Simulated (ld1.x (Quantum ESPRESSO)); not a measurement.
# What one change does to a pseudopotential (Mn, TM)

* Element: manganese (Mn)
* Generator: ld1.x (Quantum ESPRESSO) 7.5
* Type: norm-conserving Troullier–Martins (Kleinman–Bylander form)
* Functional: PBE
* Relativity: scalar-relativistic
* Frozen core: [Ne]
* Valence charge: 15
* Reference configuration: 3s2 3p6 3d6 4s1 4p0
* Partial waves: 3s (bound): rc 1.15 bohr; 3p (bound): rc 0.90 bohr; 3d (bound): rc 1.40 bohr
* Local potential: all-electron potential smoothed inside 1.25 bohr (lloc = -1)
* Core correction: none

Occupied shells without a wave of their own: 4s. They enter only through the test configuration that unscreens the potential.

Change: core correction a·sin(br)/r model core inside 0.98 bohr (4s counted twice).

Cutoffs: the cutoffs (Ry, on a coarse ladder) from which the occupation-weighted sum of valence levels, in a spherical-Bessel basis at the reference potential, stays within 10 and 1 mRy of its value at 400 Ry; they do not see the model core or the augmentation charge, which bear on the density cutoff. Errors are all-electron minus pseudo energies relative to the spin-unpolarised reference configuration.

Q: What does the change do?

A: The potential gets neither clearly harder nor softer (140 Ry and 230 Ry → 140 Ry and 230 Ry); of the 7 tests that both files solve, the error grows in 7 and shrinks in 0 by more than 15 % and 0.3 meV (median size 19.3 → 46.1 meV); neither file shows a bound ghost. In the changed file ld1.x takes every shell without a wave as core, so the model core holds the 4s electrons as well and exchange and correlation see them twice. This cancels in the reference configuration, but the file is broken for other ones, and its errors say nothing about a proper core correction. A model core, the more so a compact one, raises the density cutoff, which this test does not measure.

```csv
quantity,base,changed
"cutoff, loose",140 Ry,140 Ry
"cutoff, tight",230 Ry,230 Ry
bound ghosts,none,none
"error for 3s2 3p6 3d5 4s2 4p0, meV [ΔE 0.36 eV]",-33,-46
"error for 3s2 3p6 3d5 4s1 4p0, meV [ΔE 8.77 eV]",-0.2,-40
"error for 3s2 3p6 3d5 4s0 4p0, meV [ΔE 24.37 eV]",+55,-218
"error for 3s2 3p6 3d5 4s1 4p1, meV [ΔE 4.22 eV]",+3.6,-17
"error for 3s2 3p6 3d4 4s0 4p0, meV [ΔE 56.89 eV]",+86,-332
"error for 3s2 3p6 3d5.5 4s1.5 4p0, meV [ΔE -0.12 eV]",-15,-18
"error for 3s2 3p6 3d4 4s2 4p1, meV [ΔE 8.16 eV]",-19,-84
s: phases at 1.55 bohr within 0.05 rad from the reference energy up to (Ry; the scan ends near 5),to the end of the scan,to the end of the scan
p: phases at 1.55 bohr within 0.05 rad from the reference energy up to (Ry; the scan ends near 5),to the end of the scan,to the end of the scan
d: phases at 1.55 bohr within 0.05 rad from the reference energy up to (Ry; the scan ends near 5),4.6,4.6
```
